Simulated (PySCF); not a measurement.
C2H6F3NSi (charge +1 and doublet state).
Numbering: `[CH3:1][Si@H:2]([NH2+:3])[C:4]([F:5])([F:6])[F:7]` (hydrogens: H8, H9, H10 on C1; H11 on Si2; H12, H13 on N3)

Structure used (GFN2-xTB), in Å, numbered top down from 1:
```xyz
13
C2H6F3NSi angstrom
C      1.7185   -0.0128   -0.0572
Si     0.0570   -0.4992    0.6962
N     -0.9033   -1.5649   -0.2155
C     -0.9588    1.3315    0.1318
F     -0.3239    2.3273    0.6979
F     -2.1856    1.2316    0.5762
F     -0.9280    1.4285   -1.1751
H      2.4394   -0.8145    0.1031
H      1.6472    0.1623   -1.1331
H      2.1229    0.8907    0.4020
H     -0.2810   -0.5702    2.1062
H     -0.7797   -1.7554   -1.2033
H     -1.6291   -2.1544    0.1745
```

The hyperfine couplings belong to this conformer and change with its torsions.

Computed, not measured: UKS B3LYP, pcH-1 on C F H N Si, non-relativistic, mean-field spin-orbit, GIAO in PySCF. Geometry: GFN2-xTB, one conformer, isolated ion. Couplings are sensitive to structure, and on GFN2-xTB geometries they can be far from those on DFT ones, by a factor of two or more for some ions and for spin on atoms past the first row. Stability of the SCF solution: not tested.

**Question.** Match the computed a_iso(13C) values +311.1, +19.3 MHz with the sites C1; C4.

**Answer.** 
| site | a_iso (MHz) | ρ(0) (bohr⁻³) | position | distance from C4 (Å) | spin population | largest \|T\| (MHz) |
| --- | --- | --- | --- | --- | --- | --- |
| C1 | +19.3 | +0.0172 | 2 bonds from C4 | 3.00 | +0.07 | 13.9 |
| C4 | +311.1 | +0.2766 | largest spin population | 0.00 | +0.38 | 72.9 |

ρ(0) is the spin density at the nucleus and T the dipolar tensor; a_iso includes a spin–orbit part; entries for several nuclei are means. Largest spin populations (Mulliken): C4 (+0.38), N3 (+0.38), F5 (+0.07) and C1 (+0.07). Main spin sites, with 60 % or more of the largest population: N3, C4; positions count bonds from the nearest.

Means are taken over nuclei equivalent by connectivity, which assumes that they swap fast. H12 and H13 aren't averaged: N3 is flat or nearly so (angle sum 360°), and its turn about the short N3–Si2 bond (1.70 Å) is taken as slow. The three 1H nuclei of mean +5.4 MHz run from -6.0 to 26.5 MHz in the frozen geometry.

N3, the radical centre as drawn in `C[Si@H]([NH2+])C(F)(F)F`, holds a spin population of +0.38 out of 1.
